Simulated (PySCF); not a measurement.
**Two-dimensional NMR puzzle**

Compound of formula C6H7NO2Si. Correlations simulated from computed shifts and the bond graph:

HSQC (one-bond C–H):
```
   δH     δC
12.23  242.9
 7.81  154.2
 7.25  135.6
 2.37   34.3
```

COSY cross peaks (H two or three bonds apart, from the bond graph; peaks can be absent where the dihedral angle is near 90°):
```
   δH    δH
12.23  4.81
 7.81  7.25
 7.25  4.81
```

HMBC (two and three bonds, from the bond graph):
```
   δH                          δC
12.23                135.6, 121.8
 7.81          198.1, 135.6, 34.3
 7.25  242.9, 198.1, 154.2, 121.8
 4.81  242.9, 154.2, 135.6, 121.8
 2.37                198.1, 154.2
```

Carbons without hydrogens: δ 198.1, 121.8.

Averaged over atoms made equivalent by symmetry, fast rotation or ring inversion, non-relativistic Hamiltonian, no solvent, single conformer. Geometry from GFN2-xTB; GIAO PBE0/pcSseg-1 shieldings; PySCF 2.14.0 with density-fitted response routines.

Chemical shifts δ = σref − σ; $^{1}$H and $^{13}$C vs TMS, all at this level.

Exchangeable hydrogens are left out of these lists.

**Question.** Work out the connectivity.

**Answer.** `C(C)(=O)/C=C/[Si@@H](C#N)C=O`.

Atom-mapped SMILES (the numbers label the heavy atoms): `[CH3:1][C:2](=[O:3])/[CH:4]=[CH:5]/[Si@@H:6]([C:7]#[N:8])[CH:9]=[O:10]`. Hydrogens are named by the atom that carries them.

δC 242.9 is C9, a carbonyl carbon (δH 12.23). δC 198.1 is C2, a ketone carbonyl carbon. δC 154.2 is C4, an α carbon of a C=C–C=O unit (δH 7.81). δC 135.6 is C5, a β carbon of a C=C–C=O unit (δH 7.25). δC 121.8 is C7, a nitrile carbon. δC 34.3 is C1, a methyl carbon α to a carbonyl (δH 2.37). HMBC from δH 12.23 reaches the proton-free carbon C7. HMBC from δH 7.81 reaches the proton-free carbon C2. HMBC from δH 7.25 reaches the proton-free carbons C2, C7. HMBC from δH 4.81 reaches the proton-free carbon C7. COSY links 12.23–4.81, 7.81–7.25, 7.25–4.81.

The data come from this structure; uniqueness wasn't tested.

Shifts are as computed. Against solution values, carbons near 30 ppm lie about +3 ppm off and those near 130 ppm about +5 ppm. Of 1309 compounds with measured shifts, 239 miss one by over three times the rms of a fit or turn the order of signals round; such compounds aren't used in these exercises.
